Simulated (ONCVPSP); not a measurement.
Which change was made? (Ar, ONCV)

- Element: Ar
- Generator: ONCVPSP 4.0.1
- Type: optimised norm-conserving Vanderbilt (ONCV)
- Functional: BLYP
- Relativity: fully relativistic
- Frozen core: [He]
- Valence charge: 16
- Reference configuration: 2s2 2p6 3s2 3p6
- Partial waves: 2s+3s: rc 0.65 bohr, ncon 4, nbas 8, qcut 17.1 1/bohr, 2 projectors; 2p+3p: rc 0.60 bohr, ncon 5, nbas 8, qcut 20.5 1/bohr, 2 projectors; d scattering state at 0.04 Ha: rc 0.65 bohr, ncon 5, nbas 8, qcut 16.4 1/bohr, 1 projector
- Local potential: polynomial inside 0.45 bohr (lpopt 5, dvloc0 6 Ha)
- Core correction: none

Open shells are filled in proportion to 2j + 1.

Cutoffs, loose and tight: the cutoffs (Ha) at which the residual kinetic energy of the hardest occupied pseudo-wave falls to 1 and 0.1 mHa per electron. They do not see the model core or the augmentation charge, which bear on the density cutoff. Test errors are all-electron minus pseudo excitation energies from the reference, over the configurations 2s2 2p6 3s2 3p5; 2s2 2p6 3s2 3p4; 2s2 2p6 3s2 3p3; 2s2 2p6 3s2 3p2; variants that change the core or the reference have their own tests.

The base gives: outcome: generated; cutoff, loose: 290 Ha; cutoff, tight: 525 Ha; bound ghosts: none; GHOST(+) flags above zero: none; largest test error (meV): +42.

Q: After one change the result is: outcome: generated; cutoff, loose: 715 Ha; cutoff, tight: 824 Ha; bound ghosts: none; GHOST(+) flags above zero: none; largest test error (meV): +38. Which change was it?
A. all radii scaled by about 0.85 (s 0.56, p 0.50, d 0.56 bohr); local potential polynomial inside 0.38 bohr (lpopt 5, dvloc0 6 Ha)
B. all radii scaled by about 1.25 (s 0.82, p 0.74, d 0.82 bohr); local potential polynomial inside 0.56 bohr (lpopt 5, dvloc0 6 Ha)
C. all radii scaled by about 0.95 (s 0.62, p 0.56, d 0.62 bohr); local potential polynomial inside 0.42 bohr (lpopt 5, dvloc0 6 Ha)

A: A. The others give: all radii scaled by about 1.25 (s 0.82, p 0.74, d 0.82 bohr); local potential polynomial inside 0.56 bohr (lpopt 5, dvloc0 6 Ha) → outcome: generated; cutoff, loose: 178 Ha; cutoff, tight: 198 Ha; bound ghosts: none; GHOST(+) flags above zero: none; largest test error (meV): +42 | all radii scaled by about 0.95 (s 0.62, p 0.56, d 0.62 bohr); local potential polynomial inside 0.42 bohr (lpopt 5, dvloc0 6 Ha) → outcome: generated; cutoff, loose: 517 Ha; cutoff, tight: 633 Ha; bound ghosts: none; GHOST(+) flags above zero: none; largest test error (meV): +41.
